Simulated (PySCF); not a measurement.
A structure optimised at PBE-D3(BJ)/def2-SVP, used in a PySCF frequency run:

```xyz
11

Si     0.6399     0.4152     0.0000
F      1.0366    -0.4815     1.3078
F      1.0366    -0.4815    -1.3078
C     -1.1972     0.7343     0.0000
C     -2.0474    -0.5459     0.0000
H      1.4991     1.6388     0.0000
H     -1.4245     1.3675    -0.8864
H     -1.4245     1.3675     0.8864
H     -3.1318    -0.3160     0.0000
H     -1.8342    -1.1675    -0.8929
H     -1.8342    -1.1675     0.8929
```

Question: Write its SMILES, formula and point group.

Answer: CC[SiH](F)F, C₂H₆F₂Si, Cs

Question: What are its rotational constants (standard atomic weights)?

Answer: 5.0061, 2.8911, 2.4042 GHz
